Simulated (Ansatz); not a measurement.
Ideal-gas functions of FH$_{2}$Sn, SMILES `[F][SnH2]` radical at 500 K and 1 bar, from an Ansatz frequency run at PBE0-D4/def2-TZVP.

Molar mass 139.73 g/mol, point group Cs (symmetry number 1), electronic degeneracy 2, moments of inertia 5.646, 63.471, 66.207 u Å². Harmonic wavenumbers (cm⁻¹, unscaled): 495, 570, 604, 680, 1813, 1870.

Use S(trans) = R[1.5 ln M + 2.5 ln T − 1.1517]; rotational temperatures θ = 24.2544 K / I; S(rot) = R[ln(√π/σ · √(T³/θAθBθC)) + 1.5]; for each mode x = 1.438777 ν̃/T, S = R[x/(eˣ − 1) − ln(1 − e⁻ˣ)] and H = RT x/(eˣ − 1); 1 cm⁻¹ = 0.0119627 kJ/mol; R = 8.31446 J/(mol·K).

Q: By hand: the entropy, in J/(mol·K).

A: Translation 181.2. Rotation: θ = 4.2959, 0.3821, 0.3663 K, giving 96.9. Vibration, mode by mode: 6.04, 5.07, 4.69, 3.94, 0.28, 0.25, in all 20.3. Electronic 5.8. Sum 304.2 J/(mol·K).

Q: By hand: H − E and G − E in kJ/mol, counted from the electronic energy.

A: Zero-point energy ½ × 6032 × 0.0119627 = 36.1; thermal vibration 6.6; translation, rotation and pV give 4 RT = 16.6. H − E = 59.3 kJ/mol, and G − E = 59.3 − 500 × 304.2/1000 = -92.8 kJ/mol.

Vibration gives 7 % of the entropy.
